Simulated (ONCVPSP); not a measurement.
## Building the ONCV potential for Eu (Z = 63) (PBEsol, scalar-relativistic).

Input for ONCVPSP 4.0.1:

```
# ATOM AND REFERENCE CONFIGURATION
# atsym  z   nc   nv     iexc    psfile
  Eu 63.00   10    4  -116133      upf
#
#   n    l    f
    1    0    2.00
    2    0    2.00
    2    1    6.00
    3    0    2.00
    3    1    6.00
    3    2   10.00
    4    0    2.00
    4    1    6.00
    4    2   10.00
    4    3    6.00
    5    0    2.00
    5    1    6.00
    5    2    1.00
    6    0    1.00
#
# PSEUDOPOTENTIAL AND OPTIMIZATION
# lmax
    2
#
#   l,   rc,      ep,       ncon, nbas, qcut
    0    2.25    0.00    3    7    6.60
    1    1.65    0.00    4    8    4.20
    2    1.65    0.00    5    9    5.20
#
# LOCAL POTENTIAL
# lloc, lpopt,  rc(5),   dvloc0
    2    5    1.65    0.00
#
# VANDERBILT-KLEINMAN-BYLANDER PROJECTORs
# l, nproj, debl
    0    2    2.90
    1    2    3.10
    2    0    0.80
#
# MODEL CORE CHARGE
# icmod, fcfact, rcfact
    4    0.40    0.00
#
# LOG DERIVATIVE ANALYSIS
# epsh1, epsh2, depsh
   -4.00    5.00    0.02
#
# OUTPUT GRID
# rlmax, drl
    6.00    0.01
#
# TEST CONFIGURATIONS
# ncnf
    4
# nvcnf
#   n    l    f
    4
    5    0    2.00
    5    1    6.00
    5    2    1.00
    6    0    2.00
#
    4
    5    0    2.00
    5    1    6.00
    5    2    1.00
    6    0    0.00
#
    4
    5    0    2.00
    5    1    6.00
    5    2    0.00
    6    0    0.00
#
    5
    5    0    2.00
    5    1    6.00
    5    2    1.00
    6    0    0.00
    6    1    2.00
#
```

Command:

```bash
oncvpsp.x < Eu.dat > Eu.out
```

Output (shortened: citation, most of the input echo, consistency checks and plot data are left out):

```
ONCVPSP  (Optimized Norm-Conservinng Vanderbilt PSeudopotential)
scalar-relativistic version 4.0.1

#   n    l    f        energy (Ha)
    1    0    2.00    -1.7773273E+03
    2    0    2.00    -2.9227446E+02
    2    1    6.00    -2.6047868E+02
    3    0    2.00    -6.4712323E+01
    3    1    6.00    -5.4819314E+01
    3    2   10.00    -4.1587741E+01
    4    0    2.00    -1.3231148E+01
    4    1    6.00    -9.9713017E+00
    4    2   10.00    -5.4298567E+00
    4    3    6.00    -5.3976999E-01
    5    0    2.00    -2.0044269E+00
    5    1    6.00    -1.2101132E+00
    5    2    1.00    -3.1200614E-01
    6    0    1.00    -3.3696964E-01

Reference configufation results
  iterations    29
  all-electron total energy (Ha)   -1.08399361D+04

Begin loop to  construct optimized pseudo wave functions
and semi-local pseudopoentials for all angular momenta

Calculating optimized projector #   1

 for l=   0

    Fraction of norm inside rc  0.959895
    Optimizing pswf for qcut=   6.60 a_B^-1,  ecut=  21.78 Ha
    Residual kinetic energy error=  6.22D-08 Ha

    Energy error per electron        Cutoff
         Ha          eV             Ha
         0.01000     0.27211        9.80
         0.00100     0.02721       13.12
         0.00010     0.00272       15.76
         0.00001     0.00027       17.98

Calculating optimized projector #   2

 for l=   0

    Fraction of norm inside rc  0.088486
    Optimizing pswf for qcut=   6.60 a_B^-1,  ecut=  21.78 Ha
    Residual kinetic energy error=  2.75D-08 Ha

    Energy error per electron        Cutoff
         Ha          eV             Ha
         0.01000     0.27211        7.60
         0.00100     0.02721       11.76
         0.00010     0.00272       14.89
         0.00001     0.00027       17.28

   Wellstate for l =  1  n =  7
     eigenvalue =   1.8899
     asymptotic potential =   2.3899
     half-point radius =  3.3206

Calculating optimized projector #   1

 for l=   1

    Fraction of norm inside rc  0.593590
    Optimizing pswf for qcut=   4.21 a_B^-1,  ecut=   8.87 Ha
    Residual kinetic energy error=  9.06D-03 Ha

    Energy error per electron        Cutoff
         Ha          eV             Ha
         0.01000     0.27211        8.06
         0.00100     0.02721       60.55
         0.00010     0.00272       75.82
         0.00001     0.00027       99.84

Calculating optimized projector #   2

 for l=   1

    Fraction of norm inside rc  0.069968
    Optimizing pswf for qcut=   4.21 a_B^-1,  ecut=   8.87 Ha
    Residual kinetic energy error=  1.03D-02 Ha

    Energy error per electron        Cutoff
         Ha          eV             Ha
         0.01000     0.27211        8.63
         0.00100     0.02721       23.84
         0.00010     0.00272       52.22
         0.00001     0.00027       79.39

Calculating optimized projector #   1

 for l=   2

    Fraction of norm inside rc  0.191198
    Optimizing pswf for qcut=   5.20 a_B^-1,  ecut=  13.53 Ha
    Residual kinetic energy error=  2.24D-04 Ha

    Energy error per electron        Cutoff
         Ha          eV             Ha
         0.01000     0.27211        5.96
         0.00100     0.02721        8.51
         0.00010     0.00272       61.27
         0.00001     0.00027      106.22

Construct Vanderbilt / Kleinmman-Bylander projectors

B matrix Hermiticity error, ll=   0
   1   2    1.5231E-04

  Orthonormal projector coefficients  3.9121E+00 -1.8693E+00

B matrix Hermiticity error, ll=   1
   1   2   -3.4057E-04

  Orthonormal projector coefficients  3.7207E+00 -2.4621E+00

Model core correction analysis
  based on d2Exc/dn_idn_j

d2excae - all-electron derivatives

   -2.545078D-02   -2.235785D-02   -9.737875D-03   -2.051472D-03
   -2.235787D-02   -2.257541D-02   -1.377193D-02   -3.685249D-03
   -9.737596D-03   -1.377134D-02   -2.148918D-02   -2.014528D-02
   -2.050475D-03   -3.682288D-03   -2.013133D-02   -3.783163D-02

d2excps - pseudofunction derivatives with no core correction

   -3.915724D-02   -3.058041D-02   -1.205167D-02   -3.471916D-03
   -3.058154D-02   -2.839629D-02   -1.582772D-02   -4.546469D-03
   -1.205164D-02   -1.582703D-02   -2.291954D-02   -2.094271D-02
   -3.471098D-03   -4.543214D-03   -2.092695D-02   -3.882239D-02

rms 2nd derivative error    4.911496E-03

rmatch, rhocmatch    1.1461    4.5456

Coarse scan for minimum error
  matrix elements: rms 2nd-derivative errors (mHa)
  column index : amplitude prefactor to rhocmatch
  row index : scale prefactor to rmatch

         1.500  2.000  2.500  3.000  3.500  4.000  4.500  5.000  5.500  6.000

  1.0    3.830  3.616  3.440  3.289  3.157  3.039  2.933  2.835  2.745  2.661
  1.1    3.504  3.217  2.977  2.770  2.589  2.427  2.280  2.147  2.025  1.912
  1.2    3.138  2.773  2.466  2.201  1.970  1.765  1.582  1.419  1.274  1.145
  1.3    2.740  2.293  1.917  1.596  1.320  1.083  0.886  0.733  0.633  0.593
  1.4    2.314  1.784  1.343  0.977  0.691  0.521  0.514  0.640  0.820  1.012
  1.5    1.869  1.258  0.772  0.462  0.493  0.751  1.046  1.333  1.603  1.857
  1.6    1.415  0.750  0.405  0.654  1.063  1.458  1.822  2.157  2.465  2.749
  1.7    0.980  0.446  0.759  1.284  1.776  2.221  2.623  2.988  3.322  3.628
  1.8    0.660  0.743  1.367  1.969  2.507  2.986  3.416  3.804  4.156  4.478
  1.9    0.697  1.290  2.015  2.666  3.240  3.746  4.198  4.604  4.972  5.306

Nelder-Mead iteration
 converged in   7 steps
amplitude prefactor, scale prefactor
    2.6084    1.5857

Optimized Teter model core charge

d2excps - pseudofunction derivatives with core correction

   -2.591373D-02   -2.201899D-02   -9.793448D-03   -2.389121D-03
   -2.201898D-02   -2.206780D-02   -1.384419D-02   -3.963961D-03
   -9.793064D-03   -1.384355D-02   -2.199163D-02   -2.073459D-02
   -2.388039D-03   -3.960816D-03   -2.071863D-02   -3.859033D-02

rms 2nd derivative error    4.047972E-04

Pseudoatom total energy  -36.350529

Diagnostic tests using Vanderbilt-Kleinman-Bylander pseudopotentials
  1 or more projectors used as specified by nproj input data

   l    rcore       rmatch      e in        delta e   norm test  slope test

   0   2.2531546   2.3215652  -2.0044269  -0.0000006   1.0001518   1.0001436
   0   2.2531546   2.3215652  -0.3369696   0.0000023   1.0000267   1.0000154

   1   1.6508058   1.7009279  -1.2101132  -0.0000084   1.0001108   1.0001318
   1   1.6508058   1.7009279   1.8898869   0.0000111   1.0003324   1.0003324

   2   1.6508058   1.7009279  -0.3120061   0.0000084   1.0000162   1.0000251

 Testing for bound ghosts
   n   l    E NL Schr. Eq   E Basis Diag.   E Cutoff

   1   0       -2.004428       -1.995148     37.57
   2   0       -0.336967       -0.320962     37.57

   2   1       -1.210122       -1.209628    110.86

 Testing for highly-localized positive-energy ghosts
       l    <radius>/rc     E Basis Diag.   E Cutoff

Test configuration 0

   n   l     f        eae           eps        diff
   1   0  2.0000-1777.32729485
   2   0  2.0000 -292.27446052
   2   1  6.0000 -260.47868007
   3   0  2.0000  -64.71232270
   3   1  6.0000  -54.81931353
   3   2 10.0000  -41.58774118
   4   0  2.0000  -13.23114787
   4   1  6.0000   -9.97130174
   4   2 10.0000   -5.42985670
   4   3  6.0000   -0.53976999
   5   0  2.0000   -2.00442687   -2.00442751   -6.38D-07
   5   1  6.0000   -1.21011315   -1.21012155   -8.40D-06
   5   2  1.0000   -0.31200614   -0.31199772    8.42D-06
   6   0  1.0000   -0.33696964   -0.33696730    2.33D-06

    Total energies and differences
      AE_ref= -1.08399361D+04  AE_tst= -1.08399361D+04  dif=  0.00D+00
      PS_ref= -3.63505290D+01  PS_tst= -3.63505290D+01  dif=  0.00D+00
      PSP excitation error=  0.00D+00

Test configuration 1

   n   l     f        eae           eps        diff
   1   0  2.0000-1777.09464997
   2   0  2.0000 -292.04293057
   2   1  6.0000 -260.24708099
   3   0  2.0000  -64.48111251
   3   1  6.0000  -54.58809533
   3   2 10.0000  -41.35653463
   4   0  2.0000  -12.99986317
   4   1  6.0000   -9.74000228
   4   2 10.0000   -5.19858010
   4   3  6.0000   -0.30867721
   5   0  2.0000   -1.77308056   -1.77164599    1.43D-03
   5   1  6.0000   -0.97914746   -0.97827114    8.76D-04
   5   2  1.0000   -0.09776825   -0.09765454    1.14D-04
   6   0  2.0000   -0.15004756   -0.15007971   -3.21D-05

    Total energies and differences
      AE_ref= -1.08399361D+04  AE_tst= -1.08401779D+04  dif= -2.42D-01
      PS_ref= -3.63505290D+01  PS_tst= -3.65923902D+01  dif= -2.42D-01
      PSP excitation error=  9.04D-05

Test configuration 2

   n   l     f        eae           eps        diff
   1   0  2.0000-1777.59934868
   2   0  2.0000 -292.54482477
   2   1  6.0000 -260.74915983
   3   0  2.0000  -64.98185986
   3   1  6.0000  -55.08886738
   3   2 10.0000  -41.85732688
   4   0  2.0000  -13.50081737
   4   1  6.0000  -10.24102104
   4   2 10.0000   -5.69958835
   4   3  6.0000   -0.80901287
   5   0  2.0000   -2.27392606   -2.27672159   -2.80D-03
   5   1  6.0000   -1.47782071   -1.47962164   -1.80D-03
   5   2  1.0000   -0.55589467   -0.55613294   -2.38D-04

    Total energies and differences
      AE_ref= -1.08399361D+04  AE_tst= -1.08394994D+04  dif=  4.37D-01
      PS_ref= -3.63505290D+01  PS_tst= -3.59139826D+01  dif=  4.37D-01
      PSP excitation error=  1.32D-04

Test configuration 3

   n   l     f        eae           eps        diff
   1   0  2.0000-1778.01258293
   2   0  2.0000 -292.96024616
   2   1  6.0000 -261.16465290
   3   0  2.0000  -65.39272746
   3   1  6.0000  -55.49979237
   3   2 10.0000  -42.26901072
   4   0  2.0000  -13.91136502
   4   1  6.0000  -10.65188711
   4   2 10.0000   -6.11105107
   4   3  6.0000   -1.21814394
   5   0  2.0000   -2.68027598   -2.69189679   -1.16D-02
   5   1  6.0000   -1.87293614   -1.88217174   -9.24D-03

    Total energies and differences
      AE_ref= -1.08399361D+04  AE_tst= -1.08387742D+04  dif=  1.16D+00
      PS_ref= -3.63505290D+01  PS_tst= -3.51864784D+01  dif=  1.16D+00
      PSP excitation error= -2.13D-03

Test configuration 4

   n   l     f        eae           eps        diff
   1   0  2.0000-1777.18591259
   2   0  2.0000 -292.13332467
   2   1  6.0000 -260.33746043
   3   0  2.0000  -64.57131350
   3   1  6.0000  -54.67829412
   3   2 10.0000  -41.44673972
   4   0  2.0000  -13.09037933
   4   1  6.0000   -9.83055089
   4   2 10.0000   -5.28914366
   4   3  6.0000   -0.39909972
   5   0  2.0000   -1.86446849   -1.86519666   -7.28D-04
   5   1  6.0000   -1.06923165   -1.06963380   -4.02D-04
   5   2  1.0000   -0.16782701   -0.16775843    6.86D-05
   6   1  2.0000   -0.08775132   -0.08778323   -3.19D-05

    Total energies and differences
      AE_ref= -1.08399361D+04  AE_tst= -1.08399656D+04  dif= -2.96D-02
      PS_ref= -3.63505290D+01  PS_tst= -3.63802450D+01  dif= -2.97D-02
      PSP excitation error=  1.59D-04
```

The run took about 7.3 s on one core of a shared server CPU.
